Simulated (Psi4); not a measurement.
Cl$_{3}$SW (SMILES [S]=[W+]([Cl])([Cl])[Cl]), charge +1, singlet, geometry from GFN2-xTB (such geometries of metal compounds can be far from the true shape) (the multiplicity is a formal guess) (core potentials on W), with bond 4-1 at 2.2 times its length; Psi4 with HF/def2-SVP.

The Psi4 input:
```
memory 2 GB

molecule mol {
1 1
  W    -0.006700    0.003267    0.004499
  S     1.652517   -0.805694   -1.109677
  Cl    0.742418    0.716268    1.864804
  Cl   -1.859537    3.491747   -2.510272
  Cl   -1.419663   -1.561128    0.298591
}

set basis def2-svp
set reference rhf
set stability_analysis check
set scf_type pk

energy('scf')
print_variables()
```

Problem. Write the output that Psi4 gives for this input, abridged.

Solution. 
```
   => Loading Basis Set <=

    Name: DEF2-SVP
    Role: ORBITAL
    Keyword: BASIS

    !!!  WARNING: ECP capability is in beta. Please check occupations closely.  !!!

         ---------------------------------------------------------
                                   SCF
               by Justin Turney, Rob Parrish, Andy Simmonett
                          and Daniel G. A. Smith
                              RHF Reference
         ---------------------------------------------------------

  ==> Geometry <==

    Molecular point group: c1
    Full point group: C1

    Geometry (in Angstrom), charge = 1, multiplicity = 1:

       Center              X                  Y                   Z               Mass
    ------------   -----------------  -----------------  -----------------  -----------------
         W            0.108957784539    -0.206812966815     0.150311522629   183.950930920000
         S            1.768174784539    -1.015773966815    -0.963864477371    31.972071174400
         CL           0.858075784539     0.506188033185     2.010616522629    34.968852682000
         CL          -1.743879215461     3.281667033185    -2.364459477371    34.968852682000
         CL          -1.304005215461    -1.771207966815     0.444403522629    34.968852682000

  Running in c1 symmetry.

  Rotational constants: A =      0.04106  B =      0.01699  C =      0.01666 [cm^-1]
  Rotational constants: A =   1230.87432  B =    509.38739  C =    499.30877 [MHz]
  Nuclear repulsion =  404.827491187542535

  Charge       = 1
  Multiplicity = 1
  Electrons    = 80
  Nalpha       = 40
  Nbeta        = 40

  ==> Algorithm <==

  SCF Algorithm Type is PK.
  DIIS enabled.
  MOM disabled.
  Fractional occupation disabled.
  Guess Type is SAD.
  Energy threshold   = 1.00e-06
  Density threshold  = 1.00e-06
  Integral threshold = 1.00e-12

  ==> Primary Basis <==

  Basis Set: DEF2-SVP
    Blend: DEF2-SVP
    Number of shells: 44
    Number of basis functions: 104
    Number of Cartesian functions: 113
    Spherical Harmonics?: true
    Max angular momentum: 3

  Core potential: DEF2-SVP
    Number of shells: 4
    Number of ECP primitives: 10
    Number of ECP core electrons: 60
    Max angular momentum: 3

  ==> Integral Setup <==

  Using in-core PK algorithm.
   Calculation information:
      Number of atoms:                   5
      Number of AO shells:              44
      Number of primitives:             91
      Number of atomic orbitals:       113
      Number of basis functions:       104

      Integral cutoff                 1.00e-12
      Number of threads:                 1

  Performing in-core PK
  Using 29817060 doubles for integral storage.
  We computed 294485 shell quartets total.
  Whereas there are 490545 unique shell quartets.

  ==> DiskJK: Disk-Based J/K Matrices <==

    J tasked:                  Yes
    K tasked:                  Yes
    wK tasked:                  No
    Schwarz Cutoff:          1E-12

  Minimum eigenvalue in the overlap matrix is 1.0073400413E-02.
  Reciprocal condition number of the overlap matrix is 2.5063914729E-03.
    Using symmetric orthogonalization.

  ==> Pre-Iterations <==

  SCF Guess: Superposition of Atomic Densities via on-the-fly atomic UHF (no occupation information).

   -------------------------
    Irrep   Nso     Nmo
   -------------------------
     A        104     104
   -------------------------
    Total     104     104
   -------------------------

  ==> Iterations <==

                        Total Energy        Delta E     RMS |[F,P]|

   @RHF iter SAD: -1841.01930576267364   -1.84102e+03   0.00000e+00
   @RHF iter   1: -1840.66580213554971    3.53504e-01   9.63344e-03 ADIIS/DIIS
   @RHF iter   2: -1829.35091838686549    1.13149e+01   3.06622e-02 ADIIS/DIIS
   @RHF iter   3: -1841.25896260405807   -1.19080e+01   3.30519e-03 ADIIS/DIIS
   @RHF iter   4: -1835.94569750937421    5.31327e+00   2.11064e-02 ADIIS/DIIS
   @RHF iter   5: -1841.35779965051870   -5.41210e+00   1.74318e-03 ADIIS/DIIS
   @RHF iter   6: -1841.41317048566225   -5.53708e-02   1.19603e-03 ADIIS/DIIS
   @RHF iter   7: -1841.41953103683090   -6.36055e-03   1.52114e-03 ADIIS/DIIS
   @RHF iter   8: -1841.42177993002815   -2.24889e-03   1.52443e-03 ADIIS/DIIS
   @RHF iter   9: -1841.42655968132431   -4.77975e-03   1.29881e-03 ADIIS/DIIS
   @RHF iter  10: -1841.43525635286528   -8.69667e-03   7.25370e-04 ADIIS/DIIS
   @RHF iter  11: -1841.44141143386946   -6.15508e-03   1.39561e-04 ADIIS/DIIS
   @RHF iter  12: -1841.44209653593316   -6.85102e-04   1.14673e-04 ADIIS/DIIS
   @RHF iter  13: -1841.44267164104031   -5.75105e-04   9.31559e-05 DIIS
   @RHF iter  14: -1841.44313878604612   -4.67145e-04   4.57820e-05 DIIS
   @RHF iter  15: -1841.44327656843961   -1.37782e-04   1.71526e-05 DIIS
   @RHF iter  16: -1841.44330376438529   -2.71959e-05   9.11395e-06 DIIS
   @RHF iter  17: -1841.44331136053552   -7.59615e-06   5.15379e-06 DIIS
   @RHF iter  18: -1841.44331370257873   -2.34204e-06   3.27471e-06 DIIS
   @RHF iter  19: -1841.44331425714859   -5.54570e-07   2.60398e-06 DIIS
   @RHF iter  20: -1841.44331461310298   -3.55954e-07   1.52698e-06 DIIS
   @RHF iter  21: -1841.44331483738097   -2.24278e-07   7.97074e-07 DIIS
  Energy and wave function converged.

	Presorting SO-basis two-electron integrals.
	Sorting File: SO Ints (nn|nn) nbuckets = 1
	Constructing frozen core operators
	Starting first half-transformation.
	Sorting half-transformed integrals.
	First half integral transformation complete.
	Starting second half-transformation.
	Two-electron integral transformation complete.
	Starting first half-transformation.
	Sorting half-transformed integrals.
	First half integral transformation complete.
	Starting second half-transformation.
	Two-electron integral transformation complete.
    Lowest singlet (RHF->RHF) stability eigenvalues:
       A 0.010421         A 0.010427         A 0.042233         A 0.044949
       A 0.066253

    Lowest triplet (RHF->UHF) stability eigenvalues:
       A -0.306183        A -0.068039        A -0.067949        A -0.052047
       A -0.010632

  ==> Post-Iterations <==

    Orbital Energies [Eh]
    ---------------------

    Doubly Occupied:

       1A   -105.053852     2A   -105.053823     3A   -104.981999
       4A    -92.178882     5A    -10.819233     6A    -10.819229
       7A    -10.737684     8A     -9.212014     9A     -8.292908
      10A     -8.292903    11A     -8.290582    12A     -8.290575
      13A     -8.290208    14A     -8.290204    15A     -8.212522
      16A     -8.207681    17A     -8.207681    18A     -6.897243
      19A     -6.896786    20A     -6.895833    21A     -3.807974
      22A     -2.296909    23A     -2.288321    24A     -2.273597
      25A     -1.342216    26A     -1.327588    27A     -1.188625
      28A     -1.133954    29A     -0.803922    30A     -0.794093
      31A     -0.760722    32A     -0.747408    33A     -0.738667
      34A     -0.702755    35A     -0.683962    36A     -0.625836
      37A     -0.609144    38A     -0.609005    39A     -0.608251
      40A     -0.486649

    Virtual:

      41A     -0.339271    42A     -0.222596    43A     -0.221961
      44A     -0.176663    45A     -0.176344    46A     -0.110801
      47A     -0.036281    48A     -0.022269    49A     -0.021293
      50A      0.081427    51A      0.153643    52A      0.155041
      53A      0.170576    54A      0.219700    55A      0.229311
      56A      0.428479    57A      0.464512    58A      0.501209
      59A      0.528221    60A      0.537524    61A      0.538505
      62A      0.575706    63A      0.616548    64A      0.618650
      65A      0.639243    66A      0.648034    67A      0.653557
      68A      0.657790    69A      0.720659    70A      0.731576
      71A      0.749498    72A      0.752248    73A      0.777044
      74A      0.789128    75A      0.813559    76A      0.842683
      77A      0.863692    78A      0.877830    79A      0.880442
      80A      0.880514    81A      0.883083    82A      0.891538
      83A      0.891544    84A      0.920920    85A      0.955054
      86A      0.982373    87A      0.986815    88A      0.987788
      89A      1.016813    90A      1.080901    91A      1.085343
      92A      1.127741    93A      1.204088    94A      1.230491
      95A      1.255836    96A      1.261837    97A      1.280154
      98A      1.287873    99A      1.454003   100A      1.598950
     101A      1.662337   102A      1.715104   103A     67.960137
     104A    575.611330

    Final Occupation by Irrep:
              A
    DOCC [    40 ]
    NA   [    40 ]
    NB   [    40 ]

  @RHF Final Energy: -1841.44331483738097

   => Energetics <=

    Nuclear Repulsion Energy =            404.8274911875425346
    One-Electron Energy =               -3357.0385897457631472
    Two-Electron Energy =                1110.7677837208398159
    Total Energy =                      -1841.4433148373809672

Computation Completed

Properties will be evaluated at   0.000000,   0.000000,   0.000000 [a0]

Properties computed using the SCF density matrix

 Multipole Moments:

 ------------------------------------------------------------------------------------
     Multipole            Electronic (a.u.)      Nuclear  (a.u.)        Total (a.u.)
 ------------------------------------------------------------------------------------

 L = 1.  Multiply by 2.5417464519 to convert [e a0] to [Debye]
 Dipole X            :         14.0587213          -14.0038938            0.0548275
 Dipole Y            :        -28.8682202           28.6014503           -0.2667700
 Dipole Z            :         22.5694196          -22.2570822            0.3123374
 Magnitude           :                                                    0.4143995

 ------------------------------------------------------------------------------------

  Variable Map:
  ----------------------------------------------------------------------------
  "CURRENT ENERGY"           =>   -1841.443314837381
  "CURRENT REFERENCE ENERGY" =>   -1841.443314837381
  "DD SOLVATION ENERGY"      =>       0.000000000000
  "HF KINETIC ENERGY"        =>    1797.559168407796
  "HF POTENTIAL ENERGY"      =>   -3639.002483245177
  "HF TOTAL ENERGY"          =>   -1841.443314837381
  "HF VIRIAL RATIO"          =>       2.024413186059
  "NUCLEAR REPULSION ENERGY" =>     404.827491187543
  "ONE-ELECTRON ENERGY"      =>   -3357.038589745763
  "PCM POLARIZATION ENERGY"  =>       0.000000000000
  "PE ENERGY"                =>       0.000000000000
  "SCF ITERATION ENERGY"     =>   -1841.443314837381
  "SCF ITERATIONS"           =>      21.000000000000
  "SCF TOTAL ENERGY"         =>   -1841.443314837381
  "TWO-ELECTRON ENERGY"      =>    1110.767783720840

  Array Variable Map:
  ----------------------------------------------------------------------------
  "CURRENT DIPOLE"           =>       0.054827494824 ... 0.312337415021 1 by 3
  "SCF DIPOLE"               =>       0.054827494824 ... 0.312337415021 1 by 3
  "SCF TOTAL ENERGIES"       =>   -1841.019305762674 ... -1841.443314837381 1 by 22
```
